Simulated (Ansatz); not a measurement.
`O[CH2][Zn][SH]` + `C[SiH](F)S` → `[SH][Zn][SH]` + `C[SiH](F)CO`  (redistribution)

Isolated molecules relaxed with PBE0-D4/def2-TZVP in Ansatz; ΔE leaves out vibrations. CCSD(T)/CBS adds triple-zeta CCSD(T) − MP2 to the extrapolated MP2 energy (def2 sets, frozen cores). DFT in def2-TZVPP. B3LYP here is the variant with VWN-RPA as its local correlation; programs differ in this. For Zn outer-core shells are correlated without core-valence functions, which leaves a few kJ/mol of doubt a bond. Scalar relativity is left out up to krypton. Each species was taken in one conformer, which may not be the lowest.

CCSD(T)/CBS gives -56.8 kJ/mol.

(1) Another level gave -51.1 kJ/mol. Which?
A. CCSD/def2-TZVPP
B. HF/def2-TZVPP
C. PBE-D4/def2-TZVPP
D. B3LYP/def2-TZVPP

Largest T1 diagnostic among the species: 0.014.

Answers

(1) D. B3LYP -51.1, CCSD/def2-TZVPP -56.2, PBE-D4 -43.5, HF/def2-TZVPP -73.9 kJ/mol.

In def2-TZVPP, CCSD(T) changes the Hartree–Fock value by +20.9 kJ/mol (the triples alone add +3.1 kJ/mol) and MP2 by +24.2 kJ/mol. From PBE to PBE0 (25 % exact exchange), in def2-TZVPP and without D4, ΔE moves by −8.6 kJ/mol.
